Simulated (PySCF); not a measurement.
# Computed structure and properties of [HoF4]−

System: [HoF4]− (singlet in the valence; each metal's 4f electrons, 10 of them, lie in its core potential, out of spins and levels); start: template (Td). Method: PySCF 2.14.0, RKS PBE0, Ho lcecp-1-SVP with ECP56, F def2-SVP; non-relativistic Hamiltonian with scalar-relativistic core potentials where named; density fitting; no spin-orbit coupling.

Input of the relaxation:

```python
mol = gto.M(atom='''
Ho    -0.00000    -0.00000     0.00000
F      1.19910     1.19910     1.19910
F     -1.19910    -1.19910     1.19910
F      1.19910    -1.19910    -1.19910
F     -1.19910     1.19910    -1.19910''',
    basis={'Ho': 'lcecp-1-SVP', 'F': 'def2-SVP'},
    ecp={'Ho': 'lcecp-1-SVP'},
    charge=-1, spin=0)
mf = dft.RKS(mol, xc='PBE0')
mf.grids.atom_grid = (50, 194)  # f atoms: unpruned, at least (60, 302)
mf = mf.density_fit()  # fitting sets: Ho AutoAux, F def2-universal-JKFIT
mf.conv_tol = 1e-08; mf.max_cycle = 55
mf.kernel(dm0)  # dm0: converged density of the start geometry
# quasi-Newton relaxation in Cartesian coordinates to a largest gradient under 0.00045 Eh/bohr, steps kept in the point group
```

Run from Python with OMP_NUM_THREADS=2; the lines above give its settings. Where DIIS fails, smearing, a level shift and second-order steps follow.
It took 14 s on 2 threads of Arm Neoverse V2 (shared host), from the converged density of the start.

Course of the relaxation:

| step | energy above end (eV) | largest force component within the symmetry (eV/Å) |
| --- | --- | --- |
| 0 | 0.0134 | 0.208 |
| 1 | 0.0009 | 0.054 |
| 2 | 0.0000 | 0.002 |

Relaxed geometry (Td):

```xyz
5

Ho    0.0000    0.0000    0.0000
F     1.1884    1.1884    1.1884
F    -1.1884   -1.1884    1.1884
F     1.1884   -1.1884   -1.1884
F    -1.1884    1.1884   -1.1884
```

```tsv
contact	Å
Ho1–F2 (F)	2.058
Ho1–F3 (F)	2.058
Ho1–F4 (F)	2.058
Ho1–F5 (F)	2.058
```

On the finer grid (75, 302):

The HOMO is -4.97 eV, the LUMO is 3.92 eV and the dipole about the centre of mass is 0.00 D. The set of Mulliken populations of Ho1 outside the core potential is s 2.18, p 6.38, d 1.31, f 0.09 and the D3(BJ) dispersion energy (not in the energies) is -0.053 eV.

| atom | Mulliken (e) | Löwdin (e) | spin (e) |
| --- | --- | --- | --- |
| Ho1 | 1.04 | 0.50 | 0.00 |
| F2 | -0.51 | -0.37 | 0.00 |
| F3 | -0.51 | -0.37 | 0.00 |
| F4 | -0.51 | -0.37 | 0.00 |
| F5 | -0.51 | -0.37 | 0.00 |

The 4f levels lie in the core potential and are missing. Their spin isn't counted.

On the grid (50, 194), as all that follows. Harmonic modes: a minimum; lowest 114 cm⁻¹ (negative: unstable), highest 540 cm⁻¹, zero-point energy 0.167 eV.

Taking off one F (charge -1, singlet; the rest: singlet) in vacuum, both parts rigid, costs 6.74 eV; the small basis without counterpoise inflates it.

Rigid scan of F along the line from its metal:

```csv
distance to F2 (Å),energy (eV)
1.76,1.221
1.86,0.460
1.96,0.098
2.06,0.000
2.16,0.074
2.26,0.253
2.46,0.777
2.76,1.666
3.16,2.716
3.66,3.663
```

One start shape was tried, so this needn't be the lowest isomer.

An lcecp potential fixes the number of 4f electrons, so in runs with it no electron can move into or out of that shell.
